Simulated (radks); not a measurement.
Values are calculated unless marked as measured or tabulated.
Isoelectronic series with 26 electrons, each ion in its NIST ground configuration. Level of theory: Dirac Kohn-Sham, PBE, spin-unpolarised, spherical densities, point nucleus; open shells are shared between the two j in proportion to 2j + 1 (a radial shooting solver on a logarithmic mesh with Libxc functionals). Total energies (hartree) and mean radii <r> (bohr) (* marks an orbital that is empty in some or all of the ions):

ion	configuration	E (hartree)	4s1/2*	3d5/2
Fe	[Ar] 3d6 4s2	-1272.47554	2.989	1.144
Co+	[Ar] 3d8	-1392.94112	2.759	1.143
Ni2+	[Ar] 3d8	-1519.59871	2.349	0.9714
Cu3+	[Ar] 3d8	-1652.38430	2.065	0.8582
Zn4+	[Ar] 3d8	-1791.28181	1.854	0.7749
Ga5+	[Ar] 3d8	-1936.28984	1.689	0.7096
Ge6+	[Ar] 3d8	-2087.41520	1.554	0.6565
As7+	[Ar] 3d8	-2244.66989	1.442	0.6119
Se8+	[Ar] 3d8	-2408.06946	1.347	0.5738
Br9+	[Ar] 3d8	-2577.63217	1.265	0.5407
Kr10+	[Ar] 3d8	-2753.37848	1.193	0.5116
Rb11+	[Ar] 3d8	-2935.33072	1.129	0.4857
Sr12+	[Ar] 3d8	-3123.51291	1.073	0.4626
